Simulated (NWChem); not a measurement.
CH₃Be (+1) in NWChem

```xyz
5

Be     0.7087    -1.0058     0.0000
C     -0.2423     0.3438     0.0000
H     -0.8848     0.3545     0.8992
H     -0.8848     0.3545    -0.8992
H      0.3883     1.2515     0.0000
```
Charge +1, spin multiplicity 1.

All runs are NWChem calculations. Structure: optimised with PBE0/def2-SVP, a minimum by its harmonic frequencies.

Symmetry labels belong to the abelian group Cs used in the runs, with the axes of the coordinates shown; states degenerate in a higher group split over its labels.

B3LYP has NWChem's definition, with VWN1-RPA local correlation. The spin multiplicity of the parent species was assumed, not shown to be that of its ground state. The structure started from a generated list of species.

List the lowest 6 singlet excitations that TD-B3LYP/def2-SVPD, VWN1-RPA local correlation gives, with oscillator strengths.


| state | symmetry | energy (eV) | wavelength (nm) | f |
|---|---|---|---|---|
| 1 | a' | 4.21 | 294 | 0.123 |
| 2 | a" | 5.13 | 242 | 0.008 |
| 3 | a' | 5.13 | 242 | 0.008 |
| 4 | a" | 6.76 | 183 | 0.128 |
| 5 | a' | 6.76 | 183 | 0.128 |
| 6 | a" | 7.82 | 159 | 0.000 |
